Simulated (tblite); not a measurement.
Run record: tight-binding relaxation, `[c]1c(Cl)sc(c1)C(=S)C` [radical].

Computed with GFN2-xTB geometry optimisation, gas phase (tblite 0.8.0). Start geometry: from a force field or distance geometry. The input is one job of a driver script: a line of settings, then coordinates in Å.

Command:
```bash
OMP_NUM_THREADS=1 python probes_run.py task.json out
```

Input:
```
{"job": {"kind": "relax", "xc": "GFN2-xTB", "basis": "xTB"}, "charge": 0, "multiplicity": 2}
C     -2.243400     0.345600    -0.003100
C     -0.933000     0.434100     0.648500
S     -0.819400     0.910500     2.215500
C      0.325500     0.102000    -0.019800
C      0.856500    -1.136700    -0.296100
C      2.030600    -1.126900    -0.932400
C      2.624600     0.045500    -1.237100
Cl     4.165700     0.284700    -2.043600
S      1.510800     1.317300    -0.627600
H     -2.202600     0.526800    -1.094400
H     -2.654300    -0.685400     0.163400
H     -2.978300     1.043300     0.500600
H      0.313000    -2.060300    -0.014000
```

Output:
```
step      E/eV     max force
  0    -701.32756    3.506
  1    -701.50141    1.434
  2    -701.54871    0.734
  3    -701.58295    0.537
  4    -701.60752    0.592
  5    -701.62950    0.374
  6    -701.64238    0.282
  7    -701.65544    0.284
  8    -701.66848    0.402
  9    -701.68027    0.372
... (86 lines left out)
 96    -702.18494    0.028
 97    -702.18502    0.026
 98    -702.18506    0.049
 99    -702.18520    0.023
100    -702.18528    0.017
101    -702.18534    0.012
102    -702.18535    0.011
103    -702.18538    0.012
104    -702.18539    0.011
105    -702.18540    0.006
```

«max force» is the largest atomic force in eV/Å.

**Question.** From which step on does the largest force stay under 0.1 eV/Å, and how much energy is left to gain from there?

**Answer.** From step 57 (0.091 eV/Å), 9.0 meV above the end.

In short: energy lowered by 19.8 kcal/mol over 105 steps; largest atomic force 0.006 eV/Å at the end.

**Question.** Give the final coordinates.

**Answer.** 0.809 Å rms from the input after alignment:
```
atom  x, y, z in Å
C1    -2.1486    0.0006    0.3361
C2    -0.8449    0.7081    0.4694
S3    -0.6812    2.0988    1.3422
C4     0.3149    0.2041   -0.1566
C5     0.5000   -0.9265   -0.9477
C6     1.8121   -1.0493   -1.3622
C7     2.6516   -0.0880   -0.9432
Cl8    4.3045    0.1051   -1.2372
S9     1.7970    1.1078    0.0611
H10   -2.4313   -0.0702   -0.7137
H11   -2.0673   -1.0120    0.7302
H12   -2.9233    0.5339    0.8798
H13   -0.2877   -1.6121   -1.1984
```

The run took 0.97 s of wall time on one thread of an Arm Neoverse V1, shared host.
Labels such as C1 count atoms from 1, the log's own numbers from 0.
